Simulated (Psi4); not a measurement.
C₂H₅O, doublet, geometry from GFN2-xTB. Base run: CCSD(T)/6-31G* (Psi4).

Input for Psi4:
```
memory 2 GB

molecule mol {
0 2
  C     1.047024   -0.592239   -0.007778
  C    -0.033474    0.487246   -0.001258
  O    -1.283881    0.104237    0.011538
  H     0.146305    1.197116    0.849888
  H     0.130490    1.191616   -0.860131
  H     2.036772   -0.143996   -0.018373
  H     0.946215   -1.221511    0.873826
  H     0.929965   -1.227162   -0.883301
}

set basis 6-31g*
set reference uhf

energy('ccsd(t)')
print_variables()
```

Variants of this job, named by their change:

| change | ΔE vs base (mEh) | MP2 correlation (Eh) | CC correlation without the perturbative part (Eh) | basis functions | core-seconds (rough) | outcome |
|---|---|---|---|---|---|---|
| base | 0.000 | -0.40912 | -0.45018 | 55 | 50 | converged |
| method = ccsd | 10.852 | -0.40912 | -0.45018 | 55 | 20 | converged |
| puream = on | 10.868 | -0.39934 | -0.44083 | 52 | 40 | converged |
| method = lccd | … | -0.40912 | - | 55 | 10 | converged |
| scf_type = pk; mp2_type = conv | 0.000 | -0.40912 | -0.45018 | 55 | 50 | converged |
| cc_type = df | - | - | - | - | - | input refused |
| method = mp3 | … | -0.40889 | - | 55 | 4 | converged |
| freeze_core = on | 11.768 | -0.39713 | -0.43856 | 55 | 30 | converged |
| method = mp2 | 52.242 | -0.40889 | - | 55 | 4 | converged |
| puream = off | 0.000 | -0.40912 | -0.45018 | 55 | 50 | converged |

Complete the blanks.


- method = lccd, ΔE vs base (mEh): 6.940
- method = mp3, ΔE vs base (mEh): 21.322

Open shells are given as the SCF converged; they aren't shown to be the lowest states, and a large step between rows can be another state.

- cc_type = df: ended with `psi4.driver.p4util.exceptions.MissingMethodError: Method=ccsd(t) is not available for any derivative level under conditions CC_TYPE=DF, REFERENCE=UHF, FREEZE_CORE=FALSE, QC_MODULE=(auto). See https://psicode.org/psi4manual/master/introduction.html#ss-ccsd-prt-`
